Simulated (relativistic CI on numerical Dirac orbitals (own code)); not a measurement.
# Sc12+: q coefficients and field-shift factors

Computed by Dirac-Coulomb-Breit CI, separate exchange-only KLI orbitals for each configuration, derivatives by finite differences, unscaled Slater integrals, QED left out (own radial code, finite nucleus).

Configuration list (outside the closed core 1s2): 2s2 2p5, 2s 2p6, 2s2 2p4 3s, 2p6 3s, 2s2 2p4 3p, 2p6 3p, 2p6 3d, 2s2 2p4 3d. Levels of other configurations are missing.

With x = (α/α₀)² − 1 an excitation energy changes as ω = ω₀ + qx; K = 2q/ω₀ is the relative enhancement. Terms are leading LS components, so labels can repeat. The field-shift factor is F = δν/δ⟨r²⟩ for the transition from the lowest level.

Lowest level 2s2 2p5 2P°_3/2.

```
             Level  ω₀ (cm⁻¹)  q (cm⁻¹)          K  F (GHz/fm²)
   2s2 2p5 2P°_1/2      37741     38180       2.02     -0.00996
     2s 2p6 2S_1/2     777304     50870      0.131        -31.6
 2s2 2p4 3s 4P_5/2    3506867    -11250   -0.00641         11.5
 2s2 2p4 3s 4P_3/2    3524231     -3031   -0.00172         11.5
 2s2 2p4 3s 4P_1/2    3540188     19540      0.011         11.5
 2s2 2p4 3s 2P_3/2    3548559     12660    0.00714         11.4
 2s2 2p4 3s 2P_1/2    3567828     19220     0.0108         11.4
 2s2 2p4 3s 2D_5/2    3615080     14070    0.00779         11.5
 2s2 2p4 3s 2D_3/2    3616238     15770    0.00872         11.5
2s2 2p4 3p 4P°_5/2    3683197     -1580  -0.000858         4.44
2s2 2p4 3p 4P°_3/2    3685046     -4123   -0.00224         4.44
2s2 2p4 3p 4P°_1/2    3698451     10040    0.00543         4.43
2s2 2p4 3p 4D°_7/2    3700265    -404.3  -0.000219         4.45
2s2 2p4 3p 2D°_5/2    3705831     -2762   -0.00149         4.45
 2s2 2p4 3s 2S_1/2    3707877     29930     0.0161         10.5
2s2 2p4 3p 4D°_3/2    3722613     21400     0.0115         4.44
2s2 2p4 3p 4D°_1/2    3725111     14420    0.00774         4.42
2s2 2p4 3p 4D°_1/2    3726975     18700       0.01         4.44
2s2 2p4 3p 4D°_5/2    3733159     28840     0.0154         4.44
2s2 2p4 3p 2P°_3/2    3738154     17790    0.00952         4.43
2s2 2p4 3p 4S°_3/2    3745199     23450     0.0125         4.44
2s2 2p4 3p 2S°_1/2    3751668     26920     0.0144         4.42
2s2 2p4 3p 2D°_3/2    3752201     32040     0.0171         4.45
```

At this charge energies of transitions that change n are usually good to better than 1 %, and those within a shell (Δn = 0) to a few per cent.
